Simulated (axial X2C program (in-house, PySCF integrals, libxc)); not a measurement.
Correcting the dissociation energy of NbO for spin–orbit coupling

A spin-free PBE0 curve (one-electron X2C) was computed with an axial X2C code built on PySCF integrals, basis Nb dyall-cv3z [11s12p9d5f3g], O dyall-av3z [7s6p3d2f] (cores contracted in-house), for the state M_S = 3/2, Λ = 0 (beyond evenly filled blocks: σα, δ+α, δ-α). It gives D0 = 7.339 eV to Nb + O, which in a spin-free picture are the weighted means of the ground terms.

Measured levels of the ground terms (NIST Handbook of Basic Atomic Spectroscopic Data), in cm⁻¹: Nb 6D: J = 1/2 at 0, J = 3/2 at 154.2, J = 5/2 at 392, J = 7/2 at 695.2, J = 9/2 at 1050.3; O 3P: J = 2 at 0, J = 1 at 158.3, J = 0 at 227.

The molecular state has Λ = 0, so it has no first-order lowering.

(1) How far does each ground level lie under the (2J+1)-weighted mean of its term?

(2) Correct D0.

Second-order spin–orbit effects in the molecule, which grow quickly with Z, are left out. One determinant describes the state; a PBE0 search over occupations chose it and may have missed a lower one. De is counted from the lowest determinant-based energies of the atoms at the same level, without counterpoise correction.

## Answers

(1) Nb: (2 × 0 + 4 × 154.2 + 6 × 392 + 8 × 695.2 + 10 × 1050.3)/30 = 634 cm⁻¹; O: (5 × 0 + 3 × 158.3 + 1 × 227)/9 = 78 cm⁻¹.

(2) D0 = 7.339 + (0 − 712)/8065.5 = 7.251 eV at PBE0 with these spin–orbit terms.
